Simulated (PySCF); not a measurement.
Compound: C2BFO4.
Structure used (PBE0-D3(BJ)/def2-SVP), in Å, numbered top down from 1:
```xyz
8
C2BFO4 angstrom
O     -0.9595    1.7908   -0.1444
C     -0.0785    1.0076   -0.0865
O      1.2530    1.2905   -0.2025
B      1.9357    0.1029   -0.0646
F      3.2316    0.0142   -0.1168
O      1.1126   -0.9828    0.1358
C     -0.1726   -0.5206    0.1355
O     -1.1436   -1.1757    0.2799
```

All values: PBE0/pcSseg-1 and CAM-B3LYP/def2-SVPD (PySCF, non-relativistic), on one gas-phase PBE0-D3(BJ)/def2-SVP geometry that isn't relaxed in the solvent. The solvent is an IEF-PCM continuum (cavity from Bondi-type radii × 1.2). Specific hydrogen bonds and non-electrostatic terms are outside this model.

Gas phase at PBE0/pcSseg-1: HOMO -9.25 eV, LUMO -3.14 eV, dipole 1.91 D.

Problem. What does the continuum do to the energy, the frontier levels and the dipole at PBE0/pcSseg-1 in dichloromethane and water?

Solution. 
```tsv
solvent	ε	E(solvent) − E(gas) (kJ/mol)	polarisation term (kJ/mol)	distortion of the solute (kJ/mol)	HOMO (eV)	LUMO (eV)	dipole (D)
dichloromethane	8.93	-22.79	-25.01	2.22	-9.17	-2.94	2.36
water	78.36	-27.41	-30.59	3.18	-9.16	-2.91	2.44
```

Polarisation term: ½ Σ q·V over the induced surface charges. Distortion: the rise of the solute's own energy as its density leaves the gas-phase optimum. From dichloromethane to water the lowering changes by a factor 1.20, Onsager's factor (ε − 1)/(2ε + 1) by 1.17 and ε itself by 8.8.

Problem. Which radius a makes the point-dipole formula ΔE = −[(ε − 1)/(2ε + 1)]·μ²/a³ give the value in water, with the gas-phase dipole?

Solution. μ = 0.753 au and |ΔE| = 0.01044 Eh give a = 1.58 Å; the farthest nucleus lies 2.59 Å from the centroid of the nuclei, so such a sphere wouldn't even hold the nuclei. The formula assumes a rigid point dipole at the centre of a sphere.

Problem. Give the dipole vector in the frame of the coordinates (D, pointing from negative to positive charge), gas and water.

Solution. Gas (1.91, -0.13, -0.09), solvent (2.43, -0.17, -0.12). Its length changes by +28 % and its direction by less than 1°.

Problem. Which Hirshfeld charges (PBE0/pcSseg-1) respond most in dichloromethane (means over atoms taken as equivalent)?

Solution. 
```csv
atoms,environment,gas (e),solvent (e),change
O1/O8,carbonyl oxygen,-0.185,-0.208,-0.023
B4,ring boron,+0.360,+0.374,+0.014
C2/C7,carbonyl carbon,+0.217,+0.231,+0.014
O3/O6,oxygen singly bound to a carbonyl carbon,-0.158,-0.155,+0.003
F5,boron-bound fluorine,-0.109,-0.110,-0.001
```

Problem. Which Mayer bond orders change most in dichloromethane?

Solution. 
| bond | length (Å) | gas | solvent | change |
| --- | --- | --- | --- | --- |
| C7–O8 | 1.180 | 2.104 | 2.083 | -0.021 |
| O1–C2 | 1.180 | 2.104 | 2.084 | -0.020 |
| C2–O3 | 1.366 | 0.957 | 0.969 | +0.012 |
| O6–C7 | 1.366 | 0.958 | 0.970 | +0.012 |
| O3–B4 | 1.377 | 1.090 | 1.080 | -0.010 |
| B4–O6 | 1.377 | 1.089 | 1.079 | -0.010 |
| B4–F5 | 1.300 | 1.187 | 1.182 | -0.005 |
| C7–C2 | 1.547 | 0.917 | 0.921 | +0.004 |

Problem. How do the nuclear quadrupole coupling constants eQVzz/h respond in dichloromethane?

Solution. 
```json
{"nucleus": "17O at O1", "Q (barn)": "-0.0256", "gas (MHz)": "10.49", "solvent (MHz)": "10.22", "η gas": "0.52", "η solvent": "0.46"}
{"nucleus": "17O at O3", "Q (barn)": "-0.0256", "gas (MHz)": "-7.13", "solvent (MHz)": "-7.21", "η gas": "0.12", "η solvent": "0.10"}
{"nucleus": "11B at B4", "Q (barn)": "0.04059", "gas (MHz)": "2.88", "solvent (MHz)": "2.91", "η gas": "0.04", "η solvent": "0.04"}
{"nucleus": "17O at O6", "Q (barn)": "-0.0256", "gas (MHz)": "-7.13", "solvent (MHz)": "-7.20", "η gas": "0.12", "η solvent": "0.09"}
{"nucleus": "17O at O8", "Q (barn)": "-0.0256", "gas (MHz)": "10.49", "solvent (MHz)": "10.23", "η gas": "0.52", "η solvent": "0.46"}
```

Gas phase at CAM-B3LYP/def2-SVPD: HOMO -10.82 eV, LUMO -2.09 eV, dipole 2.10 D.

Problem. What does the continuum do to the energy, the frontier levels and the dipole at CAM-B3LYP/def2-SVPD in dichloromethane?

Solution. 
| solvent | ε | E(solvent) − E(gas) (kJ/mol) | polarisation term (kJ/mol) | distortion of the solute (kJ/mol) | HOMO (eV) | LUMO (eV) | dipole (D) |
| --- | --- | --- | --- | --- | --- | --- | --- |
| dichloromethane | 8.93 | -23.64 | -26.47 | 2.83 | -10.74 | -1.89 | 2.63 |

Problem. How does the static polarisability (CAM-B3LYP/def2-SVPD, frozen core, with the continuum's full static response) change?

Solution. 
```json
{"medium": "gas", "isotropic (au)": "44.5", "principal values (au)": "29.2, 46.4, 57.9", "⟨r²⟩ of the electrons (bohr²)": "787.8"}
{"medium": "dichloromethane", "isotropic (au)": "53.7", "principal values (au)": "34.4, 56.1, 70.5", "⟨r²⟩ of the electrons (bohr²)": "789.4"}
```

The isotropic value in dichloromethane is 1.21 times the gas-phase one; no cavity-field correction is applied. ⟨r²⟩ is taken about the centre of nuclear charge.
